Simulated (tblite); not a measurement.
Isomers of C7H6ClFO2S. Level: GFN2-xTB in tblite, geometry and Hessian alike; calculated harmonic values, unscaled, isolated species. Against measured fundamentals such values can be off by several per cent, at times by over 20. One conformer each.

Electronic energies: GFN2-xTB at the same geometries; isomer energies are rough at this level and their order can be wrong.

```
                 SMILES  electronic energy, lowest = 0 (kcal/mol)
Cc1ccc(S(=O)(=O)Cl)cc1F                                       2.9
Cc1cccc(S(=O)(=O)Cl)c1F                                       4.8
Cc1c(F)cccc1S(=O)(=O)Cl                                       1.1
Cc1cc(F)ccc1S(=O)(=O)Cl                                       0.0
```

Problem. How do GFN2-xTB zero-point energies change the relative energies?

Solution. 
```tsv
SMILES	ZPE (kcal/mol)	of it from modes above 1550 cm⁻¹	electronic (kcal/mol)	with ZPE, lowest = 0 (kcal/mol)	lowest mode (cm⁻¹)	rings
Cc1cc(F)ccc1S(=O)(=O)Cl	73.8	30.9	0.0	0.0	49	1
Cc1c(F)cccc1S(=O)(=O)Cl	73.8	30.9	1.1	1.1	51	1
Cc1ccc(S(=O)(=O)Cl)cc1F	73.4	30.9	2.9	2.5	25	1
Cc1cccc(S(=O)(=O)Cl)c1F	73.6	30.9	4.8	4.6	33	1
```

The zero-point energies span 0.4 kcal/mol, from `Cc1ccc(S(=O)(=O)Cl)cc1F` to `Cc1c(F)cccc1S(=O)(=O)Cl`. The order is unchanged.

Problem. What do entropy and thermal enthalpy add at 298.15 K and 1 bar (rigid rotor, harmonic oscillator, one conformer each)?

Solution. 
| SMILES | point group | symmetry number | S (cal/(mol K)) | H − H(0) (kcal/mol) | ZPE + H − H(0) − TS (kcal/mol) |
| --- | --- | --- | --- | --- | --- |
| Cc1cc(F)ccc1S(=O)(=O)Cl | C1 | 1 | 107.2 | 7.92 | 49.7 |
| Cc1c(F)cccc1S(=O)(=O)Cl | C1 | 1 | 107.2 | 7.93 | 49.8 |
| Cc1cccc(S(=O)(=O)Cl)c1F | C1 | 1 | 111.9 | 8.20 | 48.4 |

Not tabulated: `Cc1ccc(S(=O)(=O)Cl)cc1F` (lowest mode only 25 cm⁻¹).
